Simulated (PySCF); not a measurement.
H₂SSe₂, SMILES S[Se][SeH]. Atoms are numbered in the order given.

```xyz
5

Se    -0.1593    -0.9112     0.1149
S     -2.2124    -0.1076     0.3765
H     -2.5690    -0.1055    -0.9318
Se     1.2320     0.9280    -0.2975
H      1.4981     1.2562     1.1178
```
Charge 0, spin multiplicity 1.

The structure is a stationary point at r2SCAN-D4/def2-SVP. Other conformers were not sampled.

Two levels are set side by side: PBE/pcSseg-1 (PySCF) and PBE0/pcSseg-1 (PySCF). GIAO shifts against H2S (³³S), Me2Se (⁷⁷Se), TMS (¹H) at the same level; non-relativistic, no solvent, atoms listed together averaged. Differences are taken from unrounded values.

```tsv
quantity	PBE0
δ(⁷⁷Se) of Se1 (ppm)	659.5
δ(³³S) of S2 (ppm)	231.0
δ(¹H) of H3 (ppm)	4.27
δ(⁷⁷Se) of Se4 (ppm)	258.6
δ(¹H) of H5 (ppm)	4.65
```

### Question
What does PBE give, and how far is it from PBE0? (An estimate is asked for; the answer gives what the named calculation found.)

### Answer

```
quantity                PBE  PBE minus PBE0
--------------------  -----  --------------
δ(⁷⁷Se) of Se1 (ppm)  742.1            82.6
δ(³³S) of S2 (ppm)    259.6            28.7
δ(¹H) of H3 (ppm)      4.31            0.05
δ(⁷⁷Se) of Se4 (ppm)  251.4            -7.3
δ(¹H) of H5 (ppm)      4.65            0.00
```

Rough cost on one machine, each run with all the roots and properties that it gave: PBE0 against PBE within a factor of 2.
